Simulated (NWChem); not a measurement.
# C5H3NS; SMILES C#Cc1cncs1

Program: NWChem. Geometry: optimised at PBE0/def2-SVP.

### Question
Predict the results for TPSSh/def2-TZVP. Quantities: highest occupied level (eV); orbital gap (eV); dipole (D).

### Answer
```json
{
  "highest occupied level (eV)": "-6.40",
  "orbital gap (eV)": "4.44",
  "dipole (D)": "1.19"
}
```
